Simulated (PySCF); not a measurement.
A PySCF script (with the pyscf-properties extension) for the NMR shieldings of `CCCOC(=O)[SiH2]F`, C₄H₉FO₂Si, on a GFN2-xTB geometry:

```python
import basis_set_exchange as bse
import numpy as np
from pyscf import gto, dft
from pyscf.prop import nmr

atoms = """
C    -2.057443    0.947233    0.584098
C    -1.735102   -0.132425   -0.441451
C    -0.722271   -1.141156    0.094288
O     0.532131   -0.517699    0.388322
C     1.401648   -0.354831   -0.609108
O     1.198433   -0.701501   -1.746715
Si    3.000778    0.475258    0.053985
F     3.913197   -0.714042    0.640168
H    -1.151233    1.470411    0.880953
H    -2.754235    1.669797    0.166748
H    -2.505997    0.506513    1.471815
H    -2.641651   -0.675268   -0.713259
H    -1.328704    0.321056   -1.347538
H    -0.554160   -1.933903   -0.641710
H    -1.058239   -1.572057    1.039500
H     3.770058    1.055573   -1.030673
H     2.685792    1.309069    1.200666
"""
names = dict.fromkeys(["C", "O", "Si", "F", "H"], "pcSseg-1")
basis = {el: gto.basis.parse(bse.get_basis(n, elements=[el], fmt="nwchem")) for el, n in names.items()}
mol = gto.M(atom=atoms, basis=basis, charge=0, verbose=0)
mf = dft.RKS(mol, xc="PBE0")
mf.grids.level = 2
mf.grids.alignment = dft.numint.BLKSIZE   # the property module wants whole blocks of grid points
mf.conv_tol = 1e-9
mf.kernel()

calc = nmr.RKS(mf)   # GIAO
C = mf.mo_coeff
Co = C[:, mf.mo_occ > 0]
resp = mf.gen_response(singlet=True, hermi=2)
def vind(x):   # induced exchange potential for any number of trial vectors
    d = np.einsum("pi,xij,qj->xpq", C, 2 * x.reshape(-1, C.shape[1], Co.shape[1]), Co, optimize=True)
    return np.einsum("xpq,pi,qj->xij", resp(d - d.transpose(0, 2, 1)), C, Co, optimize=True).ravel()
mo1, _ = nmr.rhf.solve_mo1(calc, with_cphf=vind)
sigma = calc.kernel(mo1)
for i, s in enumerate(sigma):   # ppm
    w = np.linalg.eigvalsh((s + s.T) / 2)
    print("%2d %-2s iso %8.1f  s11 %8.1f  s22 %8.1f  s33 %8.1f" % (i, mol.atom_pure_symbol(i), w.mean(), *w))
```

**Question.** Give the expected output.

**Answer.** 
```
 0 C  iso    173.8  s11    159.7  s22    174.5  s33    187.1
 1 C  iso    159.9  s11    146.5  s22    162.8  s33    170.5
 2 C  iso    119.3  s11     79.9  s22    127.1  s33    150.8
 3 O  iso     93.3  s11   -115.9  s22    172.2  s33    223.7
 4 C  iso      3.4  s11    -97.9  s22     33.7  s33     74.3
 5 O  iso   -170.8  s11   -520.6  s22   -293.2  s33    301.4
 6 Si iso    362.8  s11    311.3  s22    376.7  s33    400.5
 7 F  iso    406.3  s11    379.9  s22    387.3  s33    451.7
 8 H  iso     30.4  s11     25.3  s22     30.5  s33     35.5
 9 H  iso     30.6  s11     26.0  s22     27.9  s33     37.9
10 H  iso     30.9  s11     27.1  s22     28.2  s33     37.2
11 H  iso     30.4  s11     25.3  s22     29.0  s33     36.9
12 H  iso     29.8  s11     25.1  s22     30.0  s33     34.3
13 H  iso     26.3  s11     22.4  s22     26.7  s33     29.9
14 H  iso     28.1  s11     23.4  s22     27.9  s33     33.0
15 H  iso     26.6  s11     23.7  s22     25.0  s33     31.1
16 H  iso     26.4  s11     23.4  s22     25.5  s33     30.4
```

These numbers come from an equivalent density-fitted implementation of the same equations, which agrees with the script to about 0.01 ppm for H and up to a few tenths of a ppm for heavy atoms, so last digits may differ.

**Question.** Turn these shieldings into chemical shifts. δ = σ(ref) − σ, references computed at the same level: TMS for $^{13}$C (σref 186.93) and $^{29}$Si (σref 349.16) and $^{1}$H (σref 31.72); H2O for $^{17}$O (σref 336.08); $^{19}$F (σref 170.95) vs CFCl3.

**Answer.** Averaging equivalent atoms: C 4: 183.5; C 2: 67.6; C 1: 27.0; C 0: 13.2; O 5: 506.9; O 3: 242.7; Si 6: -13.7; F 7: -235.3; H 15/16: 5.18; H 13/14: 4.51; H 11/12: 1.63; H 8/9/10: 1.09 ppm. Unscaled 19F shifts against computed CFCl3 carry errors that often reach 10 to 50 ppm. Unscaled 17O shifts of doubly bonded oxygen tend to come out too high, by tens of ppm or more. Experimental scales use liquid or dissolved standards, which lie at an offset from isolated H2O (liquid H2O: subtract about 36 ppm).

Size and cost of the density-fitted run: 188 basis functions, 110 s wall time (77 s CPU) on 1 thread of an Intel Xeon, shared host; peak memory 0.89 GiB.
